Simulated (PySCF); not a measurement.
C7H7F2 (charge +1).
Cartesian coordinates in Å at the GFN2-xTB level; atoms count from 1:
```xyz
16
C7H7F2 angstrom
F      2.7331    1.2092   -0.7899
C      2.3429    0.1191   -0.1094
F      2.8471   -0.9612   -0.7273
C      0.8368    0.0427   -0.0227
C      0.2147   -1.2142    0.0458
C     -1.1487   -1.2956    0.1079
C     -1.9794   -0.0986    0.1111
C     -1.2753    1.1760    0.0575
C      0.0893    1.2312   -0.0066
H      2.7876    0.1711    0.9063
H      0.8253   -2.1058    0.0241
H     -1.6367   -2.2596    0.1440
H     -2.6748   -0.1181    0.9691
H     -2.7160   -0.1534   -0.7117
H     -1.8582    2.0868    0.0588
H      0.6047    2.1795   -0.0683
```

Level of theory: PySCF 2.14.0, density-fitted response routines, TDDFT PBE0/def2-SVPD, vertical, gas phase, core orbitals frozen in the response.

Ground-to-excited transition dipoles (e·a0, same axes as the geometry; the sign carries no meaning), for the states with f of 0.002 or more among the lowest 7:

| state | E (eV) | μx | μy | μz |
| --- | --- | --- | --- | --- |
| S1 | 4.149 | 0.055 | -1.026 | 0.022 |
| S2 | 4.335 | 0.413 | 0.030 | 0.102 |
| S4 | 5.600 | -0.985 | -0.049 | 0.104 |
| S6 | 6.019 | 0.087 | 0.009 | 0.126 |
| S7 | 6.537 | -0.216 | -0.010 | -0.010 |

Q: Work out the oscillator strengths.

A: f = (2/3) ΔE |μ|² with ΔE in hartree (27.2114 eV).

| state | \|μ\|² (au) | \|μ\| (D) | f |
| --- | --- | --- | --- |
| S1 | 1.055 | 2.61 | 0.107 |
| S2 | 0.182 | 1.08 | 0.019 |
| S4 | 0.983 | 2.52 | 0.135 |
| S6 | 0.024 | 0.39 | 0.003 |
| S7 | 0.047 | 0.55 | 0.007 |

Q: What is the point group, and which symmetry does each of these states have?

A: Cs. The ground state is totally symmetric, so the direction of μ fixes the label. Polarised normal to the mirror plane, so A″: S1. Polarised in the mirror plane, so A′: S2, S4, S6 and S7.

Q: Which bond between heavy atoms lies closest to the direction of the S4 transition dipole?

A: C2–C4, C8–C9 and C5–C6, at 3° from it; next C7–C8 and C6–C7 at 58°.

Q: What angle do the transition dipoles of S2 and S4 make?

A: |cos θ| = |μa·μb| / (|μa| |μb|) = 0.94, so θ ≈ 20° (taken between 0 and 90°, since the signs are arbitrary).

Q: What peak molar absorption coefficient would the strongest computed level give as a lone Gaussian band 0.4 eV wide at half height?

A: ε(max) = 2.175×10⁸ f / FWHM, with the width in cm⁻¹. S4: 2.175×10⁸ × 0.1349 / 3226 ≈ 9100 L mol⁻¹ cm⁻¹.

One conformer stands for the species.
